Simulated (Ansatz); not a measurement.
Ideal-gas functions of `[CH3][Sn]([OH])([Cl])[Cl]` at 400 K and 1 bar, from an Ansatz frequency run at PBE0-D4/def2-TZVP.

Molar mass 221.66 g/mol, point group Cs (symmetry number 1), electronic degeneracy 1, moments of inertia 262.262, 336.384, 411.932 u Å². Harmonic wavenumbers (cm⁻¹, unscaled): 38, 95, 108, 127, 141, 157, 199, 370, 378, 555, 646, 785, 789, 864, 1229, 1444, 1446, 3081, 3188, 3192, 3884.

Use S(trans) = R[1.5 ln M + 2.5 ln T − 1.1517]; rotational temperatures θ = 24.2544 K / I; S(rot) = R[ln(√π/σ · √(T³/θAθBθC)) + 1.5]; for each mode x = 1.438777 ν̃/T, S = R[x/(eˣ − 1) − ln(1 − e⁻ˣ)] and H = RT x/(eˣ − 1); 1 cm⁻¹ = 0.0119627 kJ/mol; R = 8.31446 J/(mol·K).

**Question.** By hand: the entropy, in J/(mol·K).

**Answer.** Translation 182.3. Rotation: θ = 0.0925, 0.0721, 0.0589 K, giving 124.6. Vibration, mode by mode: 24.87, 17.28, 16.23, 14.90, 14.05, 13.18, 11.27, 6.53, 6.37, 3.82, 2.95, 1.99, 1.97, 1.59, 0.55, 0.29, 0.29, 0.00, 0.00, 0.00, 0.00, in all 138.1. Electronic 0.0. Sum 445.0 J/(mol·K).

**Question.** By hand: H − E and G − E in kJ/mol, counted from the electronic energy.

**Answer.** Zero-point energy ½ × 22716 × 0.0119627 = 135.9; thermal vibration 25.6; translation, rotation and pV give 4 RT = 13.3. H − E = 174.8 kJ/mol, and G − E = 174.8 − 400 × 445.0/1000 = -3.2 kJ/mol.

Vibration gives 31 % of the entropy, 87.3 J/(mol·K) of it from the modes under 150 cm⁻¹: soft modes count most, and the harmonic formula is weakest for them. The sum counts one conformer and one mirror image; others add a mixing term.
